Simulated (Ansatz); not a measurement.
Reaction (ligand exchange at the Si–C bond): `CCC[SiH2]Cl` + `C=CN[SiH3]` → `C=CN([SiH3])[SiH2]Cl` + propane

Calculated with Ansatz (gas phase, PBE0-D4/def2-TZVP geometries, no zero-point term in ΔE). CBS: MP2 limit from def2 TZ/QZ plus the TZ coupled-cluster correction, frozen cores. This one scheme is used for every species. Functionals use def2-TZVPP. B3LYP here is the variant with VWN-RPA as its local correlation; programs differ in this. Each species was taken in one conformer, which may not be the lowest.

```tsv
level	ΔE (kcal/mol)	difference from CCSD(T)/CBS
PBE-D4	-11.0	2.3
r2SCAN-D4	-12.0	1.3
PBE0-D4	-11.6	1.7
B3LYP-D4	-12.7	0.6
ωB97X-V	-12.3	1.0
ωB97M-V	-12.7	0.6
B2PLYP	-12.0	1.3
PBE	-9.5	3.8
r2SCAN	-11.6	1.7
PBE0	-10.3	3.0
B3LYP	-10.2	3.1
HF/def2-TZVPP	-11.3	2.0
MP2/def2-TZVPP	-14.2	-0.9
SCS-MP2/def2-TZVPP	-13.9	-0.6
CCSD/def2-TZVPP	-13.0	0.3
CCSD(T)/def2-TZVPP	-13.5	-0.2
HF/def2-QZVPP	-11.5	1.8
MP2/def2-QZVPP	-14.2	-0.9
SCS-MP2/def2-QZVPP	-13.8	-0.5
HF/CBS(def2)	-11.5	1.8
MP2/CBS(def2)	-14.1	-0.8
CCSD/CBS(def2)	-12.9	0.4
CCSD(T)/CBS	-13.3	0
```

Largest T1 diagnostic among the species: 0.012.

The D4 term adds −2.5 kcal/mol with B3LYP and −1.3 kcal/mol with PBE0; it sums over pairs of atoms, weighted by their polarisabilities, and B3LYP, whose exchange is more repulsive, gets the larger term. In def2-TZVPP, CCSD(T) changes the Hartree–Fock value by −2.1 kcal/mol (the triples alone add −0.4 kcal/mol) and MP2 by −2.9 kcal/mol.
